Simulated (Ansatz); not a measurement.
Reaction (formal exchange of groups at a B–Al bond): `[CH3][Al]([F])[BH]O` + `C#CCO` → `C#CBO` + `[CH3][Al]([F])[CH2]O`

Gas-phase electronic energies from Ansatz, PBE0-D4/def2-TZVP geometries. CCSD(T)/CBS is the MP2 limit (def2-TZVPP, def2-QZVPP) plus CCSD(T) − MP2 in def2-TZVPP, frozen cores. This one scheme is used for every species. DFT in def2-TZVPP. One conformer a species, not always the lowest.

Is it downhill or uphill in electronic energy at CCSD(T)/CBS, and by how much? (Estimate.)

Computed: Downhill: ΔE = -20.6 kcal/mol.

What do these levels give: r2SCAN-D4, ωB97M-V, B2PLYP, r2SCAN, PBE0, HF/def2-TZVPP, MP2/def2-TZVPP, SCS-MP2/def2-TZVPP, CCSD/def2-TZVPP, CCSD(T)/def2-TZVPP, MP2/def2-QZVPP, CCSD/CBS(def2)? (An estimate is asked.)

Ansatz gave: r2SCAN-D4 -21.9, ωB97M-V -21.3, B2PLYP -21.2, r2SCAN -21.8, PBE0 -19.0, HF/def2-TZVPP -19.3, MP2/def2-TZVPP -21.6, SCS-MP2/def2-TZVPP -20.8, CCSD/def2-TZVPP -19.8, CCSD(T)/def2-TZVPP -20.2, MP2/def2-QZVPP -21.9, CCSD/CBS(def2) -20.3 kcal/mol.

Largest T1 diagnostic among the species: 0.015.

In def2-TZVPP, CCSD(T) changes the Hartree–Fock value by −0.9 kcal/mol (the triples alone add −0.3 kcal/mol) and MP2 by −2.4 kcal/mol.
